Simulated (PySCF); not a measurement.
## Two-photon absorption: `CSC=C=CB(C)C`, C₆H₁₁BS

Molfile (atoms numbered from 1):
```
C6H11BS
     RDKit          3D

 19 18  0  0  0  0  0  0  0  0999 V2000
    2.7683    0.7751   -0.2383 C   0  0  0  0  0  0  0  0  0  0  0  0
    3.2622   -0.3984    1.0333 S   0  0  0  0  0  0  0  0  0  0  0  0
    1.7772   -1.3261    1.2235 C   0  0  0  0  0  0  0  0  0  0  0  0
    0.6740   -1.1961    0.5288 C   0  0  0  0  0  0  0  0  0  0  0  0
   -0.4564   -1.0064   -0.1250 C   0  0  0  0  0  0  0  0  0  0  0  0
   -1.5325    0.0208    0.3644 B   0  0  0  0  0  0  0  0  0  0  0  0
   -2.9112    0.0904   -0.3884 C   0  0  0  0  0  0  0  0  0  0  0  0
   -1.2440    0.9643    1.5868 C   0  0  0  0  0  0  0  0  0  0  0  0
    1.9211    1.3885    0.1020 H   0  0  0  0  0  0  0  0  0  0  0  0
    2.4966    0.2593   -1.1709 H   0  0  0  0  0  0  0  0  0  0  0  0
    3.6377    1.4213   -0.4202 H   0  0  0  0  0  0  0  0  0  0  0  0
    1.8378   -2.0748    2.0221 H   0  0  0  0  0  0  0  0  0  0  0  0
   -0.6253   -1.5995   -1.0368 H   0  0  0  0  0  0  0  0  0  0  0  0
   -2.8735   -0.2343   -1.4395 H   0  0  0  0  0  0  0  0  0  0  0  0
   -3.4087    1.0701   -0.3216 H   0  0  0  0  0  0  0  0  0  0  0  0
   -3.5771   -0.6263    0.1329 H   0  0  0  0  0  0  0  0  0  0  0  0
   -1.0088    1.9639    1.1720 H   0  0  0  0  0  0  0  0  0  0  0  0
   -0.3921    0.6621    2.2134 H   0  0  0  0  0  0  0  0  0  0  0  0
   -2.1343    1.1146    2.2188 H   0  0  0  0  0  0  0  0  0  0  0  0
  1  2  1  0
  2  3  1  0
  3  4  2  0
  4  5  2  0
  5  6  1  0
  6  7  1  0
  6  8  1  0
  1  9  1  0
  1 10  1  0
  1 11  1  0
  3 12  1  0
  5 13  1  0
  7 14  1  0
  7 15  1  0
  7 16  1  0
  8 17  1  0
  8 18  1  0
  8 19  1  0
M  END
```

Computed, not measured: TDDFT CAM-B3LYP/aug-cc-pVDZ excited states, vertical, gas phase in PySCF 2.14.0. Geometry: PBE0-D3(BJ)/def2-SVP.

Problem. Give the one- and two-photon strengths of the lowest singlets.

Solution. δ for parallel linear polarisation; σ at the peak of a Lorentzian of half width 0.1 eV, single beam; Ω is circular over linear.
| state | E (eV) | f | photon λ (nm) | δ (au) | σ (GM) | Ω | main |
| --- | --- | --- | --- | --- | --- | --- | --- |
| S1 | 3.53 | 0.000 | 703 | 0.54 | 0.00 | 1.50 | HOMO→LUMO 0.92 |
| S2 | 5.16 | 0.001 | 481 | 14.5 | 0.14 | 1.44 | HOMO→LUMO+1 0.36, HOMO→LUMO+2 0.31 |
| S3 | 5.38 | 0.003 | 461 | 12.8 | 0.14 | 1.43 | HOMO→LUMO+3 0.34, HOMO→LUMO+1 0.30 |
| S4 | 5.85 | 0.010 | 424 | 139 | 1.74 | 1.39 | HOMO−1→LUMO 0.22, HOMO→LUMO+3 0.16 |
| S5 | 5.90 | 0.201 | 420 | 54.9 | 0.70 | 0.47 | HOMO−1→LUMO 0.42, HOMO−2→LUMO 0.24 |
| S6 | 5.93 | 0.417 | 418 | 235 | 3.03 | 0.59 | HOMO→LUMO+8 0.22, HOMO−1→LUMO 0.20 |

Among these, the strongest one-photon state is S6, the strongest two-photon state S6, with a dipole change of 2.5 D (relaxed, norm of the difference vector).
